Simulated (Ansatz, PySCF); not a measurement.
Molecule: sum formula SiBrF, charge 1, multiplicity 2. 
Coordinates optimised at B3LYP-D3(BJ)/def2-TZVP (Ansatz, a quantum-chemistry and plane-wave program):
```
Si
F 1 1.5523
Br 1 2.1374 2 120.84
```
Charge +1, spin multiplicity 2.

Total electronic energies in hartree. Cores are frozen in the correlated levels unless marked. Open shells are spin-unrestricted. No spin-orbit coupling. The frozen core is the preceding noble-gas configuration, with the filled d and f shells of earlier blocks. No relativistic terms. CBS(X,Y): correlation extrapolated as X^-3; Hartree-Fock from the larger set. [CCSD(T)-MP2]/basis is that difference in the basis named.

```json
[
 {"level": "HF/def2-TZVPPD", "program": "Ansatz", "energy (Eh)": "-2960.59834"},
 {"level": "HF/def2-QZVPP", "program": "Ansatz", "energy (Eh)": "-2960.66093"},
 {"level": "PBE-D3(BJ)/def2-TZVPD", "program": "Ansatz + dftd3", "energy (Eh)": "-2962.64698"},
 {"level": "BLYP-D4/def2-TZVPD", "program": "Ansatz + dftd4", "energy (Eh)": "-2963.30427"},
 {"level": "BP86-D3(BJ)/def2-TZVPD", "program": "PySCF + dftd3", "energy (Eh)": "-2963.56968"},
 {"level": "TPSS-D3(BJ)/def2-TZVPD", "program": "PySCF + dftd3", "energy (Eh)": "-2963.20517"},
 {"level": "M06-L-D4/def2-TZVPD", "program": "PySCF + dftd4", "energy (Eh)": "-2963.15306"},
 {"level": "PBE0-D4/def2-TZVP", "program": "Ansatz + dftd4", "energy (Eh)": "-2962.75340"},
 {"level": "PW6B95-D3(BJ)/def2-TZVPD", "program": "PySCF + dftd3", "energy (Eh)": "-2964.76074"},
 {"level": "HSE06/def2-TZVPD", "program": "Ansatz", "energy (Eh)": "-2962.74690"},
 {"level": "B2PLYP-D3(BJ)/def2-TZVPD", "program": "Ansatz + dftd3", "energy (Eh)": "-2962.68417"},
 {"level": "MP2/def2-SVPD", "program": "Ansatz", "energy (Eh)": "-2960.42549"},
 {"level": "CCSD(T)/6-31G", "program": "Ansatz", "energy (Eh)": "-2960.25802"},
 {"level": "RI-MP2/CBS(def2-TZVPP,def2-QZVPP)+[CCSD(T)-MP2]/def2-SVP", "program": "Ansatz", "energy (Eh)": "-2961.2470"},
 {"level": "RI-MP2/CBS(def2-TZVPPD,def2-QZVPPD)+[CCSD(T)-MP2]/def2-TZVPPD", "program": "Ansatz", "energy (Eh)": "-2961.2566"}
]
```

Totals of different functionals don't rank their quality; only differences between species are comparable.
